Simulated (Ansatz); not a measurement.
`[CH3][In]([F])[Cl]` + `C[CH](C)[GeH3]` → `[F][In]([Cl])[GeH3]` + `CC(C)C` at 298.15 K and 1 bar (formal exchange of groups at the In–C bond).

Isolated molecules relaxed with PBE0-D4/def2-TZVP in Ansatz; ΔE leaves out vibrations. CBS: MP2 limit from def2 TZ/QZ plus the TZ coupled-cluster correction, frozen cores. Elements past krypton have def2 core potentials. For Ge, In outer-core shells are correlated without core-valence functions, which leaves a few kJ/mol of doubt a bond. Scalar relativity is left out up to krypton.

```json
{"species": "`[CH3][In]([F])[Cl]`", "CCSD(T)/CBS energy (Eh)": "-789.33016", "H − E (kJ/mol)": "121.3", "S (J/(mol·K))": "366.4"}
{"species": "`C[CH](C)[GeH3]`", "CCSD(T)/CBS energy (Eh)": "-2196.28589", "H − E (kJ/mol)": "326.5", "S (J/(mol·K))": "339.6"}
{"species": "`[F][In]([Cl])[GeH3]`", "CCSD(T)/CBS energy (Eh)": "-2827.39267", "H − E (kJ/mol)": "91.0", "S (J/(mol·K))": "399.0"}
{"species": "`CC(C)C`", "CCSD(T)/CBS energy (Eh)": "-158.24397", "H − E (kJ/mol)": "362.7", "S (J/(mol·K))": "292.8"}
```

H − E and S are ideal-gas, rigid-rotor, harmonic terms from PBE0-D4/def2-TZVP, for one conformer and one mirror image of each species. 1 Eh = 2625.50 kJ/mol, R = 8.31446 J/(mol·K).

Question: By hand: ΔE, ΔH, ΔS and ΔG.

Answer: ΔE = (-2827.39267) + (-158.24397) − (-789.33016) − (-2196.28589) = -0.02059 Eh = -54.1 kJ/mol. Δ(H − E) = 91.0 + 362.7 − 121.3 − 326.5 = 5.9, so ΔH = -48.2 kJ/mol. ΔS = 399.0 + 292.8 − 366.4 − 339.6 = -14.2 J/(mol·K). ΔG = -48.2 − 298.15 × (-14.2)/1000 = -44.0 kJ/mol.

Question: By hand: the equilibrium constant, and the temperature at which ΔG would vanish if ΔH and ΔS stayed fixed.

Answer: log₁₀ K = −ΔG/(RT ln 10) = 7.7. ΔG = 0 at ΔH/ΔS = 3394 K, far beyond where these terms or the molecules hold.

The number of gas molecules stays the same, so ΔS is small and ΔH decides. A doubt of 5 kJ/mol in ΔE shifts log₁₀ K by 0.9 here. Other conformers and mirror images would add mixing entropy, several J/(mol·K) or more a flexible species. Modes under 60 cm⁻¹, often nearly free rotors, make the harmonic entropy too high. These are equilibria of isolated gas molecules and say nothing of rates. Largest T1 diagnostic: 0.014 (customary marks: 0.02 for closed shells, 0.045 for open ones).
